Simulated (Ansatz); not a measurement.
`CB(N)C[SiH3]` → `CB(C)N` + `[SiH2]` at 500 K and 1 bar (silylene formation by 1,1-elimination).

Calculated with Ansatz (gas phase, PBE0-D4/def2-TZVP geometries, no zero-point term in ΔE). CCSD(T)/CBS adds triple-zeta CCSD(T) − MP2 to the extrapolated MP2 energy (def2 sets, frozen cores). This one scheme is used for every species. One conformer a species, not always the lowest.

| species | CCSD(T)/CBS energy (Eh) | H − E (kJ/mol) | S (J/(mol·K)) |
| --- | --- | --- | --- |
| `CB(N)C[SiH3]` | -450.77256 | 373.5 | 448.7 |
| `CB(C)N` | -160.48988 | 318.4 | 371.9 |
| `[SiH2]` | -290.19011 | 48.0 | 226.5 |

H − E and S are ideal-gas, rigid-rotor, harmonic terms from PBE0-D4/def2-TZVP, for one conformer and one mirror image of each species. 1 Eh = 2625.50 kJ/mol, R = 8.31446 J/(mol·K).

By hand: ΔE, ΔH, ΔS and ΔG.

ΔE = (-160.48988) + (-290.19011) − (-450.77256) = 0.09257 Eh = 243.0 kJ/mol. Δ(H − E) = 318.4 + 48.0 − 373.5 = -7.1, so ΔH = 235.9 kJ/mol. ΔS = 371.9 + 226.5 − 448.7 = 149.7 J/(mol·K). ΔG = 235.9 − 500 × (149.7)/1000 = 161.1 kJ/mol.

By hand: the equilibrium constant, and the temperature at which ΔG would vanish if ΔH and ΔS stayed fixed.

log₁₀ K = −ΔG/(RT ln 10) = -16.8. ΔG = 0 at ΔH/ΔS = 1576 K.

The number of gas molecules changes by +1, which sets the sign of ΔS. A doubt of 5 kJ/mol in ΔE shifts log₁₀ K by 0.5 here. Other conformers and mirror images would add mixing entropy, several J/(mol·K) or more a flexible species. Modes under 60 cm⁻¹, often nearly free rotors, make the harmonic entropy too high. These are equilibria of isolated gas molecules and say nothing of rates. Largest T1 diagnostic: 0.014 (customary marks: 0.02 for closed shells, 0.045 for open ones).
